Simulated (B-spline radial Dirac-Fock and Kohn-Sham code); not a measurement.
ΔSCF core binding energies without Breit or QED terms, calculated with an atomic code on a B-spline grid.

A sound run for iron as Fe³⁺, 1s2 2s2 2p6 3s2 3p6 3d5: The ground state converged in 10 iterations, with total energy -1269.42578 Ha, virial ratio 1.98562 and highest orbital energy -53.36 eV. ΔSCF binding energies: K (1s) 7178.0 eV, L3 (2p3/2) 765.8 eV. Holes are computed only in closed shells, and unreliable hole states are left out.

A second run, with one unsound setting: The ground state had not converged after 97 iterations, with total energy -1268.25037 Ha, virial ratio 1.96136 and highest orbital energy -33.16 eV. ΔSCF binding energies: K (1s) 7189.0 eV, L3 (2p3/2) 772.3 eV (not all states converged, so these are not final). Holes are computed only in closed shells, and unreliable hole states are left out.

```
iter   energy (Ha)        error
   1    -1255.89235377  9.70e-01
   2    -1265.30741631  5.82e-01
   3    -1265.35903423  5.79e-01
   4    -1265.41005566  5.75e-01
   5    -1265.46048683  5.71e-01
   6    -1265.51033391  5.68e-01
   7    -1265.55960301  5.64e-01
   8    -1265.60830017  5.61e-01
   9    -1265.65643140  5.57e-01
  17    -1266.02180879  5.29e-01
  25    -1266.35424515  5.02e-01
  33    -1266.65644562  4.76e-01
  41    -1266.93091700  4.51e-01
  49    -1267.17998076  4.27e-01
  57    -1267.40578524  4.05e-01
  65    -1267.61031700  3.83e-01
  73    -1267.79541159  3.62e-01
  81    -1267.96276351  3.42e-01
  89    -1268.11393570  3.23e-01
  97    -1268.25036832  3.05e-01
```

Task: Which fault fits the second run best?
A. spline order too low
B. mesh too coarse
C. box too small
D. damping too heavy

Result: D. The input had damp = 0.995; ndamp = 100: damp is so close to 1 that the orbitals hardly move in each step.
